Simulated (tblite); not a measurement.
Write Cartesian coordinates for InChI=1S/C6H5N2/c1-3-6-4-7-8(2)5-6/h1,4H,2H3 as optimised with GFN2-xTB. (Doublet state.)

```xyz
13
C6H5N2 angstrom
C      3.557    0.137   -1.014
C      2.401    0.080   -0.693
C      1.064    0.003   -0.281
C     -0.104    0.179   -1.004
N     -1.157    0.018   -0.206
C     -2.552    0.092   -0.527
N     -0.753   -0.265    1.037
C      0.570   -0.277    1.011
H      4.565    0.188   -1.298
H     -2.857   -0.766   -1.132
H     -3.107    0.085    0.409
H     -2.766    1.008   -1.078
H      1.136   -0.481    1.898
```

Orientation and origin are arbitrary. Atoms count from 1 in this order. N7 (nitrogen bonded to C and N) is bent (angle 106.6°). The 5-membered ring C3–C4–N5–N7–C8 has internal angles of 102.0° to 111.5° (sum 540°, against 540° for a flat polygon); it is planar, 0.00 Å rms from its mean plane, widest ring torsion 0°. C8 (carbon bonded to C, N and H) is planar (angles 127.6°, 120.9° and 111.5°, sum 360.0°, 0.00 Å off the plane of its three neighbours). N5 (nitrogen bonded to 2 C and N) is planar (angles 129.0°, 120.9° and 110.1°, sum 360.0°, 0.01 Å off the plane of its three neighbours).

Bonds between heavy atoms (Å): C1≡C2 1.201, C2–C3 1.401, C3–C4 1.385, C4–N5 1.331, N5–C6 1.433, N5–N7 1.338, N7–C8 1.324, C3–C8 1.411.

Computed geometry: GFN2-xTB, gas phase. This method treats the open shell by occupation alone, without spin polarisation.

Point group: near Cs, missed by 0.33 Å at most; the miss may be what the optimiser left on a soft mode. Its GFN2-xTB frequencies are all real (lowest 27 cm⁻¹).

On one thread, Arm Neoverse V2 (aarch64), shared host, this took 0.1 s wall. This is the geometry optimisation.
